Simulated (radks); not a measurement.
Effect of the nuclear size on the ruthenium ion Ru+, [Kr] 4d7. Method: Dirac Kohn-Sham, exchange-only LDA, spin-unpolarised, spherical densities, finite nucleus; open shells fill j = l - 1/2 first; Fermi nuclear charge, rms radius 4.4809 fm; computed with a radial shooting solver on a logarithmic mesh with Libxc functionals. The rms radius is varied about that value; shifts are against it.

rms radius (fm),total energy shift (eV),density at nucleus (e/bohr^3),1s1/2 shift (meV),2s1/2 shift (meV),4s1/2 shift (meV),5s1/2 (empty) shift (meV)
3.7102,-0.611,1.121e+05,-258,-28.1,-0.924,-0.093
4.221,-0.217,1.104e+05,-91.8,-10.0,-0.329,-0.033
4.4809,0,1.096e+05,0.000,0.000,0.000,0.000
4.8707,0.348,1.085e+05,147,16.0,0.526,0.053
4.9738,0.444,1.082e+05,187,20.4,0.671,0.067

Slopes of the eigenvalues against <r^2> in GHz/fm^2, as finite differences over the two radii next to the reference (eigenvalue slopes, not the field-shift constants of lines): 1s1/2 9770, 2s1/2 1060, 4s1/2 35.0, 5s1/2 (empty) 3.51.
